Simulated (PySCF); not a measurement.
C3H4, charge +1, doublet, at a GFN2-xTB geometry (a state made from the parent by changing its charge; the spin is typed, not shown lowest). Base run: PySCF with BLYP/6-311G**.

Input for PySCF:
```python
from pyscf import gto, scf, dft

mol = gto.M(
    atom='''
C     1.298426   -0.000350   -0.000139
C    -0.000000   -0.000000   -0.000000
C    -1.298426    0.000350    0.000139
H     1.890776   -0.734607   -0.542867
H     1.891288    0.733588    0.542461
H    -1.890815    0.888706   -0.210728
H    -1.891249   -0.887687    0.211134
''',
    basis='6-311g**',
    charge=1,
    spin=1,
    verbose=4,
)

mf = dft.UKS(mol)
mf.xc = 'blyp'
mf.kernel()
```

Variants of this job, named by their change:

```json
[
 {"change": "base", "ΔE vs base (mEh)": "0.000", "SCF cycles": "9", "<S^2>": "0.754"},
 {"change": "conv_tol_grad = 1e-3", "ΔE vs base (mEh)": "0.000", "SCF cycles": "9", "<S^2>": "0.754"},
 {"change": "level_shift = 0.5 (with mf.max_cycle = 100)", "ΔE vs base (mEh)": "0.000", "SCF cycles": "25", "<S^2>": "0.754"},
 {"change": "level_shift = 0.1 (with mf.max_cycle = 100)", "ΔE vs base (mEh)": "0.000", "SCF cycles": "11", "<S^2>": "0.754"},
 {"change": "conv_tol = 1e-4", "ΔE vs base (mEh)": "0.000", "SCF cycles": "6", "<S^2>": "0.754"},
 {"change": "diis_space = 12", "ΔE vs base (mEh)": "0.000", "SCF cycles": "9", "<S^2>": "0.754"},
 {"change": "init_guess = 1e", "ΔE vs base (mEh)": "0.000", "SCF cycles": "14", "<S^2>": "0.754"},
 {"change": "diis_space = 20", "ΔE vs base (mEh)": "0.000", "SCF cycles": "9", "<S^2>": "0.754"},
 {"change": "diis_space = 4", "ΔE vs base (mEh)": "0.000", "SCF cycles": "10", "<S^2>": "0.754"},
 {"change": "diis = off; damp = 0.6 (with mf.diis_start_cycle = 200; with mf.max_cycle = 150)", "ΔE vs base (mEh)": "0.000", "SCF cycles": "23", "<S^2>": "0.754"},
 {"change": "diis_space = 2", "ΔE vs base (mEh)": "0.000", "SCF cycles": "31", "<S^2>": "0.754"},
 {"change": "conv_tol = 1e-11", "ΔE vs base (mEh)": "0.000", "SCF cycles": "12", "<S^2>": "0.754"},
 {"change": "init_guess = huckel", "ΔE vs base (mEh)": "0.000", "SCF cycles": "12", "<S^2>": "0.754"}
]
```

Open shells are given as the SCF converged; they aren't shown to be the lowest states, and a large step between rows can be another state.
